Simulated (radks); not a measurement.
Task: All-electron atom: In+ in [Kr] 4d10 5p2 (not the ground configuration). Calculated with a radial shooting solver on a logarithmic mesh with Libxc functionals: Dirac Kohn-Sham, PBE, spin-unpolarised, spherical densities, finite nucleus; open shells fill j = l - 1/2 first; Fermi nuclear charge, rms radius 4.6156 fm. Some entries of the table are withheld. Estimate them.

orbital  occ.  eigenvalue (eV)  <r^2> (bohr^2)
1s1/2       2        -27745.54        0.001195
2s1/2       2        -4161.898         0.01941
2p1/2       2        -3881.947         0.01446
2p3/2       4        -3671.071         0.01577
3s1/2       2        -798.1606          0.1389
3p1/2       2        -685.1730          0.1339
3p3/2       4        -647.0835          0.1426
3d3/2       4        -447.2503          0.1235
3d5/2       6        -439.4471          0.1261
4s1/2       2              (1)          0.8145
4p1/2       2              (2)          0.9285
4p3/2       4              (3)          0.9919
4d3/2       4         -29.3309           1.605
4d5/2       6         -28.4596           1.650
5p1/2       2         -10.1105           10.27
5p3/2       0          -9.6350           11.00

Result: 
(1) 4s1/2 eigenvalue (eV): -129.9115
(2) 4p1/2 eigenvalue (eV): -93.0197
(3) 4p3/2 eigenvalue (eV): -86.3715
